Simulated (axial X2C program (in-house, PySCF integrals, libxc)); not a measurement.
# Correcting the dissociation energy of MgSe⁺ for spin–orbit coupling

A spin-free PBE0 curve (one-electron X2C) was computed with an in-house relativistic program for diatomic molecules, basis Se dyall-cv3z [8s9p6d4f1g], Mg dyall-cv3z [9s8p6d3f] (cores contracted in-house), for the state M_S = 1/2, Λ = 1 (beyond evenly filled blocks: π+α, π+β, π-α). It gives D0 = 1.871 eV to Se + Mg+, which in a spin-free picture are the weighted means of the ground terms.

Measured levels of the ground terms (NIST Handbook of Basic Atomic Spectroscopic Data), in cm⁻¹: Se 3P: J = 2 at 0, J = 1 at 1989.5, J = 0 at 2534.4; Mg+ 2S: J = 1/2 at 0.

The two components of the molecular doublet are 1718 cm⁻¹ apart in the PBE0 2c search (Ω = 3/2 lower), so the lower one lies 859 cm⁻¹ under their mean.

(1) How far does each ground level lie under the (2J+1)-weighted mean of its term?

(2) Correct D0.

Second-order spin–orbit effects in the molecule, which grow quickly with Z, are left out. One determinant describes the state; a PBE0 search over occupations chose it and may have missed a lower one. De is counted from the lowest determinant-based energies of the atoms at the same level, without counterpoise correction. The functionals have no current-density term, which raises determinants with orbital currents, atoms included.

Answers

(1) Se: (5 × 0 + 3 × 1989.5 + 1 × 2534.4)/9 = 945 cm⁻¹; Mg+: a single level, 0.

(2) D0 = 1.871 + (859 − 945)/8065.5 = 1.860 eV at PBE0 with these spin–orbit terms. The direct two-component run gives 1.924 eV; the difference holds second-order terms in the molecule, scalar two-electron terms, the gap between measured and computed atomic splittings (a 2c atom can miss part of its lowering) and, in coupled cluster, the truncation of each run.
